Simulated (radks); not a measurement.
The numbers below are computed, except where a source is named.
Question: The mean radii <r> (bohr) of the occupied orbitals of an atom or ion are listed with their occupations. Level of theory: Dirac Kohn-Sham, relativistic LDA (MacDonald-Vosko exchange, VWN5 correlation), spin-unpolarised, spherical densities, finite nucleus; Fermi nuclear charge, rms radius of each element as measured or else 0.836 A^(1/3) + 0.57 fm (a radial shooting solver on a logarithmic mesh with Libxc functionals).

orbital  occ.      <r>
1s1/2       2  0.01941
2s1/2       2  0.08155
2p1/2       2  0.06762
2p3/2       4  0.07520
3s1/2       2   0.2129
3p1/2       2   0.2025
3p3/2       4   0.2166
3d3/2       4   0.1901
3d5/2       6   0.1944
4s1/2       2   0.4753
4p1/2       2   0.4807
4p3/2       4   0.5115
4d3/2       4   0.5271
4d5/2       6   0.5372
5s1/2       2    1.008
4f5/2       6   0.5812
4f7/2       4   0.5866

Name the element and its charge. Open shells, if any, fill j = l - 1/2 first.

Answer: Z = 71, lutetium, charge +13: Lu13+ in [Kr] 4d10 4f10 5s2. The 1s radius gives Z: for a bare nucleus <r> = (2 gamma + 1)/(2Z) with gamma = sqrt(1 - (Z/c)^2), 0.01909 bohr for Z = 71, and screening makes it slightly larger (0.01941 here). The occupations add up to 58, and the charge is Z minus that.
